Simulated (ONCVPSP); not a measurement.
Before and after: ONCV potential for La

```
Element                 : lanthanum (La)
Generator               : ONCVPSP 4.0.1
Type                    : optimised norm-conserving Vanderbilt (ONCV)
Functional              : PBE
Relativity              : scalar-relativistic
Frozen core             : [Kr] 4d10
Valence charge          : 11
Reference configuration : 5s2 5p6 5d1 6s1 (charge +1)
Partial waves           : 5s+6s: rc 2.40 bohr, ncon 5, nbas 10, qcut 5.3 1/bohr, 2 projectors; 5p: rc 2.20 bohr, ncon 3, nbas 8, qcut 7.9 1/bohr, 2 projectors, debl 1.3 Ha; 5d: rc 4.00 bohr, ncon 3, nbas 8, qcut 3.7 1/bohr, 2 projectors, debl 2.7 Ha; f scattering state at 0.38 Ha: rc 3.00 bohr, ncon 4, nbas 8, qcut 3.9 1/bohr, 2 projectors, debl 3.2 Ha
Local potential         : polynomial inside 1.60 bohr (lpopt 4, dvloc0 0 Ha)
Core correction         : polynomial model core, fcfact 0.4
```

In the f channel the program set the typed energies aside and used -0.374, 2.826 Ha.

Change: local potential polynomial inside 2.15 bohr (lpopt 5, dvloc0 3 Ha).

Cutoffs: the cutoffs (Ha) at which the residual kinetic energy of the hardest occupied pseudo-wave falls to 1 and 0.1 mHa per electron; they do not see the model core or the augmentation charge, which bear on the density cutoff. Errors are all-electron minus pseudo energies relative to the spin-unpolarised reference configuration.

Problem. How do hardness, ghosts and transferability respond?

Solution. The potential gets neither clearly harder nor softer (17 Ha and 20 Ha → 17 Ha and 20 Ha); a bound ghost appears in p, which as a rule spoils a file; of the 4 tests that both files solve, the error grows in 2 and shrinks in 0 by more than 15 % and 0.3 meV (median size 5.8 → 6.1 meV); the range in which the s phases agree widens (upper end 3.3 → at the end of the scan); the range in which the p phases agree narrows (upper end at the end of the scan → 1.8). In the separable form a ghost depends on how the local part lies against the semilocal potential of the channel, so the choice of the local part can create or remove one.

```csv
quantity,base,changed
"cutoff, loose",17 Ha,17 Ha
"cutoff, tight",20 Ha,20 Ha
bound ghosts,none,p
GHOST(+) flags under 300 eV,s at 101.6 eV,none
"error for 5s2 5p6 5d1 6s2, meV [ΔE -5.97 eV]",+0.7,+1.1
"error for 5s2 5p6 5d1 6s0, meV [ΔE 10.89 eV]",-6.0,-5.2
"error for 5s2 5p6 5d0 6s0, meV [ΔE 29.84 eV]",+72,+72
"error for 5s2 5p6 5d1.5 6s1.5, meV [ΔE -5.62 eV]",+5.6,+7.1
s: phases at 2.43 bohr within 0.05 rad from the reference energy up to (Ha; the scan ends near 5),3.3,to the end of the scan
p: phases at 2.24 bohr within 0.05 rad from the reference energy up to (Ha; the scan ends near 5),to the end of the scan,1.8
d: phases at 4.07 bohr within 0.05 rad from the reference energy up to (Ha; the scan ends near 5),0.3,0.0
f: phases at 3.05 bohr within 0.05 rad from the reference energy up to (Ha; the scan ends near 5),-0.4,-0.4
"rms error of d²Exc/dni dnj with the model core, mHa",0.64,0.64
```

Base: The cutoffs count occupied waves only; projector 2 of the f channel, the hardest unoccupied one, needs 41 Ha at the loose tolerance. Changed file: The cutoffs count occupied waves only; projector 2 of the f channel, the hardest unoccupied one, needs 41 Ha at the loose tolerance. A true bound ghost makes a file unfit for plane-wave use even where its test errors are small: the radial tests pick states by their node count and pass the ghost by.
